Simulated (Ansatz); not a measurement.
Start from `N[SiH2][NH][GeH2][NH2]` and change one atom or group to get `N[SiH2]N[SiH2]Cl`.

Ansatz, PBE0-D4/def2-TZVP geometries, multiplicity 1. Each molecule was computed in one conformer, which needn't be the lowest.

Scalar relativity is left out up to krypton.

```
                                        property  `N[SiH2][NH][GeH2][NH2]`
size of the dipole moment (B3LYP/def2-TZVPP) / D                      1.44
           LUMO energy (ωB97M-V/def2-TZVPP) / eV                      2.18
         HOMO–LUMO gap (ωB97M-V/def2-TZVPP) / eV                     11.48
               LUMO energy (PBE/def2-TZVPP) / eV                     -0.12
              HOMO energy (PBE0/def2-TZVPP) / eV                     -6.97
             LUMO energy (B3LYP/def2-TZVPP) / eV                      0.41
```

Task: What does the change do to each property? (An estimate is asked.)

Result: Ansatz gave: 
```tsv
property	`N[SiH2]N[SiH2]Cl`	shift
size of the dipole moment (B3LYP/def2-TZVPP) / D	2.00	0.56
LUMO energy (ωB97M-V/def2-TZVPP) / eV	2.04	-0.14
HOMO–LUMO gap (ωB97M-V/def2-TZVPP) / eV	11.96	0.48
LUMO energy (PBE/def2-TZVPP) / eV	-0.41	-0.29
HOMO energy (PBE0/def2-TZVPP) / eV	-7.57	-0.60
LUMO energy (B3LYP/def2-TZVPP) / eV	0.22	-0.19
```

With PBE0 the HOMO falls by 0.60 eV and the LUMO falls by 0.25 eV, so the gap widens by about 0.35 eV. PBE moves the HOMO by -0.59 eV and ωB97M-V by -0.62 eV. Dipoles are sizes alone; their direction can turn.

B3LYP here is the variant with VWN-RPA as its local correlation; programs differ in this.
